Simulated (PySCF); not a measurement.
BrClZn.

```xyz
3

Zn     0.0000     0.0000    -0.5150
Cl     0.0000     0.0000    -2.6027
Br     0.0000     0.0000     1.7056
```

Geometry optimised at PBE0-D3(BJ)/def2-TZVP.

All values below come from PBE0/pcSseg-2 run with PySCF. Non-relativistic, no solvent.

Q: Give the absolute GIAO shielding of each atom: isotropic value and principal components (ppm). (An estimate is asked for; the answer gives what the named calculation found.)

A: 
```tsv
atom	σ(iso)	σ11	σ22	σ33	span
Zn1	1676.3	1247.6	1247.6	2533.7	1286.1
Cl2	1006.4	931.8	931.8	1155.5	223.7
Br3	2834.6	2686.0	2686.0	3132.0	446.0
```
